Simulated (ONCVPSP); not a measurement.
## caesium (Cs): one change to an ONCV potential, before and after

```json
{"Element": "Cs", "Generator": "ONCVPSP 4.0.1", "Type": "optimised norm-conserving Vanderbilt (ONCV)", "Functional": "PBE", "Relativity": "scalar-relativistic", "Frozen core": "[Xe]", "Valence charge": "1", "Reference configuration": "5d0.5 6s0.5", "Partial waves": "6s: rc 3.85 bohr, ncon 5, nbas 10, qcut 1.8 1/bohr, 2 projectors, debl 1.6 Ha; p scattering state at 0.35 Ha: rc 3.50 bohr, ncon 3, nbas 6, qcut 2.4 1/bohr, 2 projectors, debl 0.5 Ha; 5d: rc 4.00 bohr, ncon 4, nbas 8, qcut 2.4 1/bohr, 2 projectors, debl 2.2 Ha", "Local potential": "polynomial inside 3.10 bohr (lpopt 5, dvloc0 3 Ha)", "Core correction": "Teter function, fcfact 2.25, rcfact 1.5"}
```

All-electron outer shells of the reference configuration (PBE, scalar-relativistic, ld1.x):

```json
{"shell": "5p", "level (eV)": "-13.57", "outermost node (bohr)": "0.89", "outermost maximum (bohr)": "1.79"}
{"shell": "6s", "level (eV)": "-2.14", "outermost node (bohr)": "2.11", "outermost maximum (bohr)": "4.74"}
{"shell": "5d", "level (eV)": "-0.47", "outermost node (bohr)": "1.06", "outermost maximum (bohr)": "3.51"}
```

Change: core correction Teter function, fcfact 2.25, rcfact 1.66.

Cutoffs: the cutoffs (Ha) at which the residual kinetic energy of the hardest occupied pseudo-wave falls to 1 and 0.1 mHa per electron; they do not see the model core or the augmentation charge, which bear on the density cutoff. Errors are all-electron minus pseudo energies relative to the spin-unpolarised reference configuration.

Q: Predict the effect on cutoff, ghosts and configuration errors.

A: The potential gets neither clearly harder nor softer (2.6 Ha and 11 Ha → 2.6 Ha and 11 Ha); both files keep a bound ghost (p); of the 4 tests that both files solve, the error grows in 0 and shrinks in 4 by more than 15 % and 0.3 meV (median size 9.3 → 4.7 meV). That the errors move this way runs against the usual rule that smaller radii transfer better. A model core, the more so a compact one, raises the density cutoff, which this test does not measure.

| quantity | base | changed |
| --- | --- | --- |
| cutoff, loose | 2.6 Ha | 2.6 Ha |
| cutoff, tight | 11 Ha | 11 Ha |
| bound ghosts | p | p |
| GHOST(+) flags under 300 eV | s at 56.7 eV | s at 56.7 eV |
| error for 5d0 6s1, meV [ΔE -0.84 eV] | +6.2 | +4.3 |
| error for 5d0 6s0.5, meV [ΔE 0.63 eV] | +9.5 | +4.2 |
| error for 5d0 6s0 6p1, meV [ΔE 0.53 eV] | +25 | +12 |
| error for 5d1 6s0, meV [ΔE 0.83 eV] | +9.0 | +5.1 |
| s: phases at 3.90 bohr within 0.05 rad from the reference energy up to (Ha; the scan ends near 5) | 1.6 | 1.6 |
| p: phases at 3.54 bohr within 0.05 rad from the reference energy up to (Ha; the scan ends near 5) | 2.1 | 2.1 |
| d: phases at 4.07 bohr within 0.05 rad from the reference energy up to (Ha; the scan ends near 5) | 0.5 | 0.5 |
| rms error of d²Exc/dni dnj with the model core, mHa | 5.65 | 3.73 |

Base: The cutoffs count occupied waves only; projector 2 of the d channel, the hardest unoccupied one, needs 16 Ha at the loose tolerance. Changed file: The cutoffs count occupied waves only; projector 2 of the d channel, the hardest unoccupied one, needs 16 Ha at the loose tolerance. A true bound ghost makes a file unfit for plane-wave use even where its test errors are small: the radial tests pick states by their node count and pass the ghost by.
